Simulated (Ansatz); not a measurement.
Reaction: BH3Se (SMILES B[SeH]) → BH2Se (SMILES [Se]B, doublet) + H (doublet) (the H-Se bond breaks)
Each species at its own B3LYP-D3(BJ)/def2-TZVP minimum (Ansatz, a first-principles code).

Quantity: bond dissociation energy (electronic), in kcal/mol. Radicals and triplets start from unrestricted determinants; spin-orbit coupling is neglected. Correlated methods leave the cores frozen (noble-gas shells, and filled d and f shells in the p block). No relativity. CBS(X,Y): correlation extrapolated as X^-3, Hartree-Fock from the larger set (Q,5: extrapolated as (X+1)exp(-9√X)). A bracket is a step between two methods taken in the basis named. Double hybrids freeze cores in their MP2 part. Where a partner has so few electrons that a lower coupled-cluster level is exact, that level stands in.

CCSD(T)/CBS(cc-pVQZ,cc-pV5Z) + [CCSDT(Q) - CCSD(T)]/cc-pVTZ + [CCSDTQ - CCSDT(Q)]/cc-pVDZ (Ansatz) gives 80.9 kcal/mol.

How far off this value is PBE/def2-TZVPD (Ansatz), in which direction, and how far these levels: r2SCAN/def2-TZVPD, wB97M-V/def2-TZVPD, B2PLYP/def2-TZVPD, CCSD(T)/CBS(cc-pVQZ,cc-pV5Z)?

PBE gives 77.3 kcal/mol, 3.6 kcal/mol below it. Differences of the others: r2SCAN/def2-TZVPD (Ansatz) -2.9; wB97M-V/def2-TZVPD (Ansatz) -1.5; B2PLYP/def2-TZVPD (Ansatz) -2.7; CCSD(T)/CBS(cc-pVQZ,cc-pV5Z) (Ansatz) 0.1 kcal/mol.
